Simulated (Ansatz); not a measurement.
Cost and result for the atomization energy of `N[SiH2][SiH](F)S` (11 atoms, 10 bonds).

```tsv
atom	x (Å)	y (Å)	z (Å)
N1	-1.184	-0.219	-1.185
Si2	0.473	-0.573	-0.824
Si3	0.931	0.581	1.164
F4	1.138	2.142	0.832
S5	-0.763	0.258	2.398
H6	-1.719	-0.899	-1.703
H7	-1.432	0.715	-1.477
H8	0.555	-2.037	-0.576
H9	1.449	-0.226	-1.900
H10	2.123	0.165	1.942
H11	-1.570	0.094	1.329
```

Total charge 0; spin multiplicity 1. The geometry is a stationary point of PBE0-D4/def2-TZVP. It is one conformer, not always the lowest. Program: Ansatz. All runs use 4 threads of an Arm Neoverse V1 on a shared host. Times are those of one run each, without the atoms' runs, and a repeat can differ threefold. Electronic energies, without spin–orbit coupling; frozen cores. CCSD(T)/CBS adds CCSD(T) − MP2 in def2-TZVPP to the MP2 limit, and its time is that of the two runs behind it. T1 = 0.012. B3LYP takes the VWN-RPA correlation (the form of Gaussian; ORCA's B3LYP/G).

CCSD(T)/CBS is a level of theory with its own doubt, some kJ/mol a heavy atom from the limit and from the frozen cores, so smaller differences don't rank the functionals.

```
                             level  functions  wall time  atomization (kcal/mol)  difference from CCSD(T)/CBS  per bond
   PBE-D4/def2-TZVPP (with forces)        272      3.1 s                   875.0                          2.9       0.3
                PBE0-D4/def2-TZVPP        272      4.1 s                   861.8                        -10.3      -1.0
r2SCAN-D4/def2-TZVPP (with forces)        272        6 s                   868.6                         -3.5      -0.4
 B3LYP-D4/def2-TZVPP (with forces)        272      6.5 s                   868.1                         -4.0      -0.4
                 B2PLYP/def2-TZVPP        272      7.5 s                   856.0                        -16.1      -1.6
                ωB97X-V/def2-TZVPP        272       10 s                   877.4                          5.3       0.5
  ωB97M-V/def2-TZVPP (with forces)        272       14 s                   873.2                          1.1       0.1
                    MP2/def2-QZVPP        504       32 s                   869.6                         -2.5      -0.3
                CCSD(T)/def2-TZVPP        272    3.5 min                   842.6                        -29.5      -2.9
                 CCSD(T)/CBS(def2)          –    4.1 min                   872.1                          0.0       0.0
```

The D4 term adds +11.1 kcal/mol with B3LYP and +5.9 kcal/mol with PBE0; it sums over pairs of atoms, weighted by their polarisabilities, and B3LYP, whose exchange is more repulsive, gets the larger term. In def2-TZVPP, CCSD(T) changes the Hartree–Fock value by +220.3 kcal/mol (the triples alone add +12.4 kcal/mol) and MP2 by +229.6 kcal/mol; breaking electron pairs costs correlation energy, which Hartree–Fock lacks. From PBE to PBE0 (25 % exact exchange), in def2-TZVPP and without D4, the atomization energy moves by −12.3 kcal/mol: exact exchange takes away binding that semilocal exchange gives to molecules.
